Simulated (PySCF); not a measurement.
**Shieldings and the share of exact exchange**

Molecule: `InChI=1S/C2H8BClS/c1-5(2)3-4/h3H2,1-2H3`.

Geometry:
| atom | x (Å) | y (Å) | z (Å) |
| --- | --- | --- | --- |
| C1 | -1.488 | -1.065 | -1.206 |
| S2 | -0.642 | -0.065 | 0.027 |
| C3 | -1.124 | 1.587 | -0.495 |
| B4 | 1.252 | -0.181 | -0.505 |
| Cl5 | 1.376 | 0.283 | -2.290 |
| H6 | -2.570 | -0.900 | -1.133 |
| H7 | -1.098 | -0.807 | -2.201 |
| H8 | -1.254 | -2.113 | -0.976 |
| H9 | -2.216 | 1.688 | -0.435 |
| H10 | -0.647 | 2.290 | 0.201 |
| H11 | -0.751 | 1.761 | -1.514 |
| H12 | 1.507 | -1.349 | -0.287 |
| H13 | 1.778 | 0.618 | 0.244 |

GIAO shieldings (ppm, equivalent atoms averaged) in PySCF on the PBE0-D3(BJ)/def2-SVP geometry, basis pcSseg-1, gas phase, non-relativistic:

```csv
functional,exact exchange (%),σ(S2),σ(B4),σ(Cl5)
BLYP,0,459.7,102.8,1019.9
BP86,0,481.0,106.9,1025.9
PBE,0,483.2,107.2,1026.7
B3LYP,20,489.5,107.2,1037.5
PBE0,25,518.4,112.3,1047.4
mPW1PW91,25,515.0,111.9,1046.1
HF,100,586.8,122.7,1086.1
```

(1) Fit each shielding as a line in the percentage of exact exchange.

(2) What does the line predict for BHandHLYP (50 %), and what does the run give?

## Answers

(1) σ(S2) = 477.4 + 1.13 x (rms 10.2 ppm); σ(B4) = 106.0 + 0.17 x (rms 1.9 ppm); σ(Cl5) = 1026.3 + 0.62 x (rms 3.7 ppm). The functionals also differ in their semilocal parts, which the line can't hold; Hartree–Fock has no correlation at all.

(2) σ(S2): 533.9 predicted, 528.4 computed; σ(B4): 114.5 predicted, 113.0 computed; σ(Cl5): 1057.3 predicted, 1058.6 computed ppm.
